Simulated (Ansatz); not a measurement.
`C[NH][Ge]([F])([NH]C)[NH]C`. The species carries charge 0 and has multiplicity 1. The geometry is a stationary point of PBE0-D4/def2-TZVP. It is one conformer, not always the lowest.

```xyz
20

C    -1.798    1.644    1.076
N    -0.520    1.120    1.516
Ge    0.392   -0.070    0.487
F     1.999    0.046    1.163
N     0.672    0.172   -1.289
C     1.496    1.258   -1.783
N    -0.433   -1.660    0.661
C     0.002   -2.870   -0.008
H    -2.421    0.826    0.706
H    -1.730    2.396    0.278
H    -2.333    2.096    1.917
H     0.077    1.820    1.931
H    -0.136   -0.014   -1.865
H     2.380    1.356   -1.150
H     1.847    1.039   -2.795
H     0.990    2.233   -1.805
H    -0.833   -1.815    1.573
H     0.732   -3.447    0.571
H     0.469   -2.610   -0.959
H    -0.852   -3.520   -0.225
```

(1) What is the dipole moment at r2SCAN/def2-TZVPP? (An estimate is asked.)

(2) And with PBE, B3LYP, ωB97M-V? (An estimate is asked.)

(3) Give the Mulliken charges with r2SCAN, PBE, B3LYP in def2-TZVPP. (Estimate.)

## Answers

(1) Computed: 2.35 D, with components (-2.05, 0.49, -1.04) D in this frame, pointing from negative to positive charge.

(2) Computed: PBE 2.29 D, B3LYP 2.39 D, ωB97M-V 2.38 D.

(3) Ansatz gave: 
```csv
atom,r2SCAN,PBE,B3LYP
C1,-0.05,-0.20,-0.19
N2,-0.35,-0.28,-0.33
Ge3,0.71,0.57,0.73
F4,-0.39,-0.36,-0.40
N5,-0.35,-0.29,-0.33
C6,-0.05,-0.20,-0.19
N7,-0.35,-0.28,-0.32
C8,-0.04,-0.18,-0.17
H9,0.05,0.09,0.09
H10,0.05,0.09,0.09
H11,0.05,0.09,0.10
H12,0.13,0.13,0.12
H13,0.13,0.13,0.11
H14,0.07,0.10,0.11
H15,0.05,0.09,0.09
H16,0.05,0.08,0.09
H17,0.14,0.14,0.12
H18,0.06,0.10,0.10
H19,0.05,0.08,0.09
H20,0.05,0.09,0.09
```

B3LYP here is the variant with VWN-RPA as its local correlation; programs differ in this.
